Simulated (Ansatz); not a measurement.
Geometry optimisation, RKS PBE/cc-pVDZ in Ansatz.

The input (input.yaml):

```yaml
crystal:
  periodic: [false, false, false]
  atoms:
    - { symbol: O, position_ang: [2.10347, -1.60948, 1.7619] }
    - { symbol: C, position_ang: [1.66128, -0.93293, 0.91802] }
    - { symbol: Si, position_ang: [0.88646, 0.56709, 0.30503] }
    - { symbol: Si, position_ang: [-1.2443, 0.2715, -0.46829] }
    - { symbol: H, position_ang: [1.87299, 0.99735, -0.69208] }
    - { symbol: H, position_ang: [-1.3608, -1.13725, -0.86325] }
    - { symbol: H, position_ang: [-2.35122, 0.54552, 0.45254] }
    - { symbol: H, position_ang: [-1.4528, 1.101, -1.6556] }
basis:
  gaussian: { orbitals: cc-pVDZ }
hamiltonian:
  xc: pbe
relax:
  f_tol: 0.015
  max_steps: 40
```

Launched with:

```bash
$ ansatz run input.yaml --threads 1 --pin off --max-ram 2048MiB --backend cpu --events-out ev --progress --plain --runs-dir out
```

Q: Where does it end, and by what steps?

A: The run converged. After 19 steps the energy has fallen by 0.573 eV; H7 moved furthest, 0.65 Å.

```
step  energy less start (eV)  largest force component (eV/Å)  accepted
   0                  0.0000                           1.193       yes
   1                 -0.3481                           1.346       yes
   2                 -0.4308                           1.637       yes
   3                 -0.4770                           1.190       yes
   4                 -0.5368                           0.558       yes
   5                 -0.5529                           0.615       yes
   6                 -0.5497                           0.390        no
   7                 -0.5618                           0.122       yes
   8                 -0.5552                           0.194        no
   9                 -0.5642                           0.068       yes
  10                 -0.5664                           0.027       yes
  11                 -0.5684                           0.099       yes
  12                 -0.5694                           0.125       yes
  13                 -0.5707                           0.130       yes
  14                 -0.5722                           0.141       yes
  15                 -0.5708                           0.133        no
  16                 -0.5730                           0.051       yes
  17                 -0.5731                           0.050       yes
  18                 -0.5734                           0.015       yes
  19                 -0.5734                           0.013       yes
```

```xyz
8
Properties=species:S:1:pos:R:3
O 1.539 -1.546 1.742
C 1.349 -0.616 1.070
Si 1.071 1.041 0.257
Si -1.066 0.198 -0.475
H 1.896 0.509 -0.930
H -1.058 -1.112 -1.228
H -1.991 0.066 0.712
H -1.625 1.263 -1.390
```

Whether the end is a true minimum wasn't checked by a vibrational analysis.

Run time: 64 s on 1 thread of Intel(R) Xeon(R) Processor @ 2.70GHz, with other jobs on the host, peak memory 0.13 GiB.
